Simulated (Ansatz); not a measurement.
`C#C/N=C\C` and `C/C=N\C[TeH]` differ in one atom or group.

Ansatz, PBE0-D4/def2-TZVP geometries, multiplicity 1. Each molecule was computed in one conformer, which needn't be the lowest.

Elements past krypton have def2 core potentials.

| property | `C#C/N=C\C` |
| --- | --- |
| LUMO energy (B3LYP/def2-TZVPP) / eV | -1.51 |
| LUMO energy (PBE/def2-TZVPP) / eV | -2.28 |
| HOMO energy (PBE0/def2-TZVPP) / eV | -6.92 |
| HOMO energy (ωB97M-V/def2-TZVPP) / eV | -9.15 |
| HOMO–LUMO gap (B3LYP/def2-TZVPP) / eV | 5.19 |
| size of the dipole moment (ωB97M-V/def2-TZVPP) / D | 2.64 |

Q: What does the change do to each property? (Best estimate.)

A: The calculation gave: 
| property | `C/C=N\C[TeH]` | shift |
| --- | --- | --- |
| LUMO energy (B3LYP/def2-TZVPP) / eV | -1.33 | 0.18 |
| LUMO energy (PBE/def2-TZVPP) / eV | -2.01 | 0.27 |
| HOMO energy (PBE0/def2-TZVPP) / eV | -6.19 | 0.73 |
| HOMO energy (ωB97M-V/def2-TZVPP) / eV | -8.31 | 0.84 |
| HOMO–LUMO gap (B3LYP/def2-TZVPP) / eV | 4.65 | -0.54 |
| size of the dipole moment (ωB97M-V/def2-TZVPP) / D | 2.01 | -0.63 |

With PBE0 the HOMO rises by 0.73 eV and the LUMO rises by 0.19 eV, so the gap narrows by about 0.54 eV. PBE moves the HOMO by 0.51 eV and ωB97M-V by 0.84 eV. Dipoles are sizes alone; their direction can turn.

B3LYP here is the variant with VWN-RPA as its local correlation; programs differ in this.

Spin–orbit coupling is left out; it splits and shifts lone-pair levels of the heavy atoms by tenths of an eV.
